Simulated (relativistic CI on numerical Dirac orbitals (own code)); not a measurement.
## L2,3 absorption of nickel in several valence states

Computed multiplet spectra 2p⁶3dⁿ → 2p⁵3dⁿ⁺¹ (Dirac-Coulomb-Breit ions, Slater integrals scaled by 0.8, an assumed crystal field that grows with the charge, no charge transfer; 300 K; Lorentzian 0.4 eV and Gaussian 0.3 eV FWHM at both edges, so that L2 comes out sharper than in experiment). Peaks over 5 % are given in eV from the highest peak in the L3 region of each spectrum (height, largest 100). S of the lowest state is read from ⟨S²⟩, and the branching ratio is the share of L3, cut at the minimum between the edges.

Field parameters in Wybourne normalisation: Td as Oh with Dq negative (B⁴₀ = 21Dq, B⁴₄ = √(5/14) B⁴₀). The field is a parameter set, without covalency.

- Ni²⁺ (d8, Td, 10Dq = -4600 cm⁻¹): S = 1.00, branching ratio 0.91; peaks 0.0 (100), 0.5 (91), 2.6 (21), 18.8 (15)
- Ni⁴⁺ (d6, Td, 10Dq = -7250 cm⁻¹): S = 2.00, high spin, branching ratio 0.76; peaks -3.6 (9), -0.8 (93), 0.0 (100), 1.0 (67), 3.0 (31), 4.9 (14), 15.2 (12), 16.4 (24), 17.0 (27), 17.5 (27), 18.1 (30), 19.7 (11), 20.9 (10), 21.6 (7)

Problem. What spin state follows for Ni³⁺ in Td, 10Dq = -5900 cm⁻¹, and does its branching ratio lie nearer 2/3 or nearer 0.8?

Solution. Ni³⁺ (d7, Td, 10Dq = -5900 cm⁻¹): S = 1.50, high spin, branching ratio 0.76; peaks 0.0 (100), 0.7 (95), 1.2 (88), 2.3 (51), 3.4 (23), 4.9 (13), 18.5 (58), 20.7 (12), 21.7 (9). High-spin states, above all those with an unquenched orbital moment, raise the ratio above the statistical 2/3; low spin and nearly empty shells keep it near or below 2/3.

The centroid of the whole edge, which also moves with the branching ratio, lies at 856.5 (Ni²⁺), 861.9 (Ni³⁺), 865.5 (Ni⁴⁺) eV in this ionic model, in steps of 3.6 to 5.4 eV. Compounds show about 1 to 2 eV a unit and lower energies for the high valences, since ligands screen the charge. The multiplet shape follows the d count and the spin state, and so serves as a fingerprint of valence.
